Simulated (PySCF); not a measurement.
**Deuteron quadrupole couplings in `Cc1cnn(C)c1C1CC1`**

Species: C8H12N2.
Numbering: `[CH3:1][c:2]1[cH:3][n:4][n:5]([CH3:6])[c:7]1[CH:8]1[CH2:9][CH2:10]1` (hydrogens: H11, H12, H13 on C1; H14 on C3; H15, H16, H17 on C6; H18 on C8; H19, H20 on C9; H21, H22 on C10)

Geometry (GFN2-xTB, Å), atoms numbered from 1 in this order:
```xyz
22
C8H12N2 angstrom
C     -1.276   -2.215    0.511
C     -1.314   -0.755    0.213
C     -2.445    0.013   -0.105
N     -2.130    1.281   -0.287
N     -0.818    1.363   -0.101
C     -0.145    2.624   -0.192
C     -0.271    0.157    0.202
C      1.176    0.018    0.448
C      2.136    0.127   -0.708
C      1.920   -1.191   -0.034
H     -2.213   -2.524    0.970
H     -0.458   -2.448    1.188
H     -1.144   -2.796   -0.404
H     -3.462   -0.315   -0.202
H     -0.885    3.370   -0.475
H      0.296    2.898    0.769
H      0.646    2.589   -0.943
H      1.507    0.454    1.386
H      3.070    0.645   -0.555
H      1.722    0.255   -1.697
H      2.708   -1.588    0.588
H      1.369   -1.944   -0.574
```

Level: PBE0/pcSseg-1 (PySCF, non-relativistic); Q(2H) = 0.00286 b; rigid geometry, the same for H and D, with no vibrational averaging.

Problem. Rank these positions by the coupling χzz of a deuteron there, largest first.
A. H15 (methyl hydrogen)
B. H14 (aromatic hydrogen)
C. H12 (methyl hydrogen)
D. H21 (methylene hydrogen)

Solution. B (232 kHz), D (223 kHz), C (211 kHz), A (205 kHz).

Problem. What are Vzz, η and χzz (234.96 MHz × Q × Vzz) at all hydrogens?

Solution. 
```
atom  bonded to  bond length (Å)  Vzz (au)     η  χzz (kHz)
 H11         C1            1.088    0.3140  0.02        211
 H12         C1            1.088    0.3137  0.02        211
 H13         C1            1.091    0.3096  0.01        208
 H14         C3            1.072    0.3453  0.08        232
 H15         C6            1.088    0.3048  0.05        205
 H16         C6            1.092    0.2994  0.07        201
 H17         C6            1.091    0.3011  0.07        202
 H18         C8            1.087    0.3163  0.09        213
 H19         C9            1.080    0.3314  0.07        223
 H20         C9            1.080    0.3297  0.07        222
 H21        C10            1.079    0.3311  0.07        223
 H22        C10            1.078    0.3318  0.06        223
```

Problem. How does χzz go with the bond length over the 12 C–H bonds?

Solution. A straight-line fit has a slope of -14.8 kHz for each 0.01 Å, with a correlation coefficient of -0.98, over lengths from 1.072 to 1.092 Å. The longer bonds have the smaller couplings here.

Problem. A static deuteron (I = 1) shows a doublet split by (3/2)χ, (3/4)χ(1 + η) and (3/4)χ(1 − η) with the field along z, y and x of the gradient. What are these for H11?

Solution. With |χ| = 211.0 kHz and η = 0.024: 317, 162 and 155 kHz, to first order and without motion.

Geometry: GFN2-xTB, one conformer, isolated molecule. GFN2-xTB bond lengths can be off by several hundredths of an ångström, more for odd bonds, and the gradients follow them. The basis is small and wasn't made for field gradients, so the couplings can be 20 % off.
